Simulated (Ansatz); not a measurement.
Frontier orbitals of C2H3BCl2O.

```
atom   x (Å)   y (Å)   z (Å)
 Cl1  -1.800  -2.111   0.161
  C2  -0.718  -0.843  -0.039
 Cl3   0.292   0.518   2.343
  B4   0.536  -0.128   0.661
  C5   0.263   0.844  -0.639
  O6  -0.806  -0.141  -1.097
  H7   1.501  -0.843   0.530
  H8   0.988   0.919  -1.448
  H9  -0.256   1.786  -0.472
```

Total charge 0; spin multiplicity 1. The bonds changed during the relaxation, so this is another structure than the one it started from. The structure was optimised at the PBE0-D4/def2-TZVP level. Basis def2-TZVPP, Ansatz.

| functional | HOMO (eV) | LUMO (eV) | gap (eV) |
| --- | --- | --- | --- |
| PBE | -6.40 | -3.72 | 2.68 |
| PBE0 | -7.75 | -2.76 | 4.99 |
| B3LYP | -7.52 | -2.98 | 4.54 |
| r2SCANh | -7.22 | -3.24 | 3.98 |
| BHLYP | -9.02 | -1.59 | 7.43 |
| ωB97M-V | -10.01 | -0.49 | 9.52 |

A quarter of exact exchange (PBE0) shifts PBE's HOMO by −1.36 eV and its LUMO by +0.95 eV; full exchange at long range (ωB97M-V) shifts them by −3.62 and +3.23 eV. The gap opens from 2.68 to 9.52 eV, since occupied levels lose self-interaction and empty ones feel all the electrons.

B3LYP here is the variant with VWN-RPA as its local correlation; programs differ in this.
